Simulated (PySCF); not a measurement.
# Bond length, frequency and bond energy of InC⁻ by level of theory

State: ³Π (triplet), unpaired electrons σ ↑, π ↑. Set-up: basis In def2-SVPD with ECP28, C def2-SVPD; scalar-relativistic core potentials; PySCF 2.14. De refers to In + C⁻ in their high-spin ground configurations, without counterpoise correction. The functionals are run spin-unrestricted. A positive dipole points towards C; it is taken about the centre of mass and depends on that origin. Levels whose curve was spin-contaminated or gave no clean fit are not listed.

```csv
Level,Re (Å),ωe (cm⁻¹),De (eV),μ (D),"CPU s a point (SCF and correlation, without the integrals)"
ROHF,2.099,586,n/a,-4.21,0.15
ROHF-MP2,2.119,572,n/a,n/a,0.27
ROHF-SCS-MP2,2.126,561,n/a,n/a,n/a
ROHF-CCSD,2.141,505,n/a,n/a,n/a
ROHF-CCSD(T),2.151,499,n/a,n/a,12
PBE,2.111,528,n/a,-4.23,0.74
```

(1) What does the triples do here, going from ROHF-CCSD to ROHF-CCSD(T)?

Correlated steps freeze 5 core orbitals. Spin–orbit coupling is left out, which matters for elements this heavy, above all for dissociation energies. The highest Kohn–Sham level is positive in this anion. Much of that is self-interaction error, but it also means that the finite basis helps to hold the extra electron. The CCSD T1 diagnostic is raised, a sign that a single reference may not be enough here. UHF is strongly spin-contaminated for InC⁻, so the ROHF reference used there is far from stable. The state was picked by a PBE0 search and need not be the measured ground state.

The whole job (state search and all levels along the bond) took about 3.9 min on 1 thread of Arm Neoverse V1 (shared host), peak memory 0.67 GiB.

Answers

(1) ROHF-CCSD(T) less ROHF-CCSD: +1.0 pm in Re, -1.2 % in ωe. Correlation nearly always deepens the well. The bond lengthens, as in strong covalent bonds, where excitations into antibonding orbitals dominate.
